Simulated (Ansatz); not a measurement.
Calculated with Ansatz (gas phase, PBE0-D4/def2-TZVP geometries, no zero-point term in ΔE). CCSD(T)/CBS adds triple-zeta CCSD(T) − MP2 to the extrapolated MP2 energy (def2 sets, frozen cores). DFT in def2-TZVPP. B3LYP here is the variant with VWN-RPA as its local correlation; programs differ in this. Elements past krypton have def2 core potentials. For Sn outer-core shells are correlated without core-valence functions, which leaves a few kJ/mol of doubt a bond.

`[SiH3][SnH2][Cl]` → `Cl[SiH2][SnH3]`  (isomerisation)

```
             level  ΔE (kcal/mol)  difference from CCSD(T)/CBS
            B97M-V            0.9                         -0.9
           PBE0-D4            1.1                         -0.7
          B3LYP-D4            2.0                          0.2
        r2SCAN0-D4            1.1                         -0.7
          BHLYP-D4            2.1                          0.3
           ωB97X-V            1.4                         -0.4
               PBE            1.3                         -0.5
            revPBE            1.7                         -0.1
              BLYP            2.5                          0.7
              PBE0            1.1                         -0.7
             B3LYP            2.2                          0.4
           r2SCANh            1.2                         -0.6
  CCSD(T)/def2-SVP            2.4                          0.6
SCS-MP2/def2-TZVPP            1.2                         -0.6
      HF/CBS(def2)            3.5                          1.7
     MP2/CBS(def2)            1.7                         -0.1
       CCSD(T)/CBS            1.8                            0
```

Largest T1 diagnostic among the species: 0.012.

In def2-TZVPP, CCSD(T) changes the Hartree–Fock value by −2.4 kcal/mol (the triples alone add −0.1 kcal/mol) and MP2 by −2.6 kcal/mol. Leaving LDA and LC-ωPBE aside and taking each functional with its dispersion term where it has one, the values, not all of them listed here, spread over 1.4 kcal/mol, from PBE-QIDH to BLYP-D4. LDA lies −2.0 kcal/mol from PBE without D4.
